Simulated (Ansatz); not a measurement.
Total energies of `c1coc(-c2ccc(-c3ccc(-c4ccc(-c5ccc(-c6ccc(-c7ccc(-c8ccc(-c9ccco9)o8)o7)o6)o5)o4)o3)o2)c1` from Ansatz at PBE-D4/def2-SVP, gas phase (1 Eh = 27.2114 eV = 2625.5 kJ/mol). The reference geometry is relaxed at PBE-D4/def2-SVP.

| state | geometry | energy (Eh) |
| --- | --- | --- |
| charge 0 singlet | reference | -2057.00982 |
| charge 1 doublet | reference | -2056.81462 |
| charge -1 doublet | reference | -2057.05843 |
| free C atom (triplet) | – | -37.75124 |
| free O atom (triplet) | – | -74.91467 |
| free H atom (doublet) | – | -0.49863 |

Single mean-field runs in def2-SVP are fitted with def2-universal-jkfit.

Question: Work out the vertical ionisation energy to the doublet.

Answer: E(charge 1 doublet) − E(charge 0 singlet) = -2056.81462 − (-2057.00982) = 0.19520 Eh = 5.31 eV. For comparison, −ε of the highest occupied level is 4.07 eV at this level, 1.24 eV less.

Question: Work out the vertical electron affinity, to the doublet.

Answer: E(charge 0 singlet) − E(charge -1 doublet) = -2057.00982 − (-2057.05843) = 0.04861 Eh = 1.32 eV. The basis lacks diffuse functions, which makes affinities too small.

Question: Give the fundamental gap IE − EA, the Mulliken electronegativity (IE + EA)/2 and the hardness (IE − EA)/2.

Answer: From the values in Eh: IE − EA = 0.19520 − 0.04861 = 0.14659 Eh = 3.99 eV; (IE + EA)/2 = 3.32 eV; (IE − EA)/2 = 1.99 eV. The HOMO–LUMO gap of the same run is 1.58 eV, 2.41 eV smaller than the fundamental gap.

Question: What is the binding energy per atom against free atoms?

Answer: Atoms: 36 × (-37.75124) + 9 × (-74.91467) + 20 × (-0.49863) = -2043.24927 Eh. Binding: -2043.24927 − (-2057.00982) = 13.76055 Eh = 374.44 eV, or 5.76 eV for each of 65 atoms (no zero-point energy, no counterpoise term).
